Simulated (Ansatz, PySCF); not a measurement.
Process, species as SMILES: C[SiH](C)OC=O + 6 [H][H] (H2) -> 3 C (CH4) + 2 O (H2O) + [SiH4] (SiH4)
Geometries: B3LYP-D3(BJ)/def2-TZVP minima from Ansatz (an electronic-structure program), one conformer each, not searched for the lowest.

Quantity: energy of full hydrogenation (enthalpy at 298 K, with B3LYP-D3(BJ) rigid-rotor harmonic-oscillator terms from PySCF), in eV. Cores are frozen in the correlated levels unless marked. Spin-orbit coupling is left out. No relativistic terms. CBS marks a two-point X^-3 extrapolation of the correlation energy; Hartree-Fock from the larger set.

CCSD(T)/CBS(cc-pV(T+d)Z,cc-pV(Q+d)Z) (Ansatz) gives -1.20 eV.

Question: Another calculation gave -1.50 eV. Which level was it?
A. PBE-QIDH/def2-TZVPD (Ansatz)
B. wB97M-V/def2-TZVPD (Ansatz)
C. BHLYP/def2-TZVPD (Ansatz)
D. HSE06/def2-TZVPD (Ansatz)

Answer: D, HSE06/def2-TZVPD (Ansatz). The others give -1.14 (wB97M-V), -1.31 (PBE-QIDH), -1.62 (BHLYP) eV.
